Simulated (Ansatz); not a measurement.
`[NH2][Y]([NH2])[O][SiH3]` + `C[O][GeH]([OH])[Cl]` → `C[O][GeH]([Cl])[O][SiH3]` + `[NH2][Y]([NH2])[OH]`  (ligand exchange at the Si–O bond)

Gas-phase electronic energies from Ansatz, PBE0-D4/def2-TZVP geometries. CCSD(T)/CBS is the MP2 limit (def2-TZVPP, def2-QZVPP) plus CCSD(T) − MP2 in def2-TZVPP, frozen cores. DFT in def2-TZVPP. B3LYP here is the variant with VWN-RPA as its local correlation; programs differ in this. def2 core potentials past Kr. For Ge, Y outer-core shells are correlated without core-valence functions, which leaves a few kJ/mol of doubt a bond. Scalar relativity is left out up to krypton. Each species was taken in one conformer, which may not be the lowest.

```tsv
level	ΔE (kJ/mol)	difference from CCSD(T)/CBS
PBE-D4	14.2	2.0
r2SCAN-D4	16.0	3.8
PBE0-D4	13.9	1.7
B3LYP-D4	10.2	-2.0
ωB97X-V	11.5	-0.7
MP2/def2-TZVPP	12.8	0.6
SCS-MP2/def2-TZVPP	13.9	1.7
CCSD/def2-TZVPP	14.2	2.0
MP2/def2-QZVPP	11.9	-0.3
CCSD/CBS(def2)	12.5	0.3
CCSD(T)/CBS	12.2	0
```

Largest T1 diagnostic among the species: 0.013.

In def2-TZVPP, CCSD(T) changes the Hartree–Fock value by −3.7 kJ/mol (the triples alone add −0.4 kJ/mol) and MP2 by −4.8 kJ/mol. The D4 term adds −8.0 kJ/mol with B3LYP and −4.6 kJ/mol with PBE0; it sums over pairs of atoms, weighted by their polarisabilities, and B3LYP, whose exchange is more repulsive, gets the larger term.

CCSD(T)/CBS has its own doubt, a few kJ/mol and more with outer-core shells, so smaller differences from it don't rank the levels.
